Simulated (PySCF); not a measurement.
C₄H₅BO, SMILES C#CB1COC1. Atoms are numbered in the order given.

```xyz
11

C      0.0000     0.0000     2.8969
C      0.0000     0.0000     1.6726
B      0.0000     0.0000     0.1682
C      0.0000     1.0619    -1.0015
O      0.0000     0.0000    -1.9836
C      0.0000    -1.0619    -1.0015
H      0.0000     0.0000     3.9728
H     -0.8919     1.7155    -1.0860
H      0.8919     1.7155    -1.0860
H      0.8919    -1.7155    -1.0860
H     -0.8919    -1.7155    -1.0860
```

Geometry optimised at r2SCAN-D4/def2-SVP. This is a generated structure with no PubChem entry under its InChIKey; it may be hypothetical.

Computed with HF/def2-TZVP (PySCF).

Gas-phase values at a fixed geometry.

```yaml
total_energy: -253.91537 hartree
point_group: C2v
highest_occupied_level: -10.72 eV
lowest_empty_level: 1.56 eV
orbital_gap: 12.29 eV
dipole_moment: 2.90 D
quadrupole, principal values (traceless, Buckingham form, about the centre of nuclear charge): -0.58, 0.01, 0.58 D·Å
mean_static_polarisability: 57.9 bohr³ (8.58 Å³)
polarisability_principal_values: 41.8, 52.3, 79.5 bohr³
```
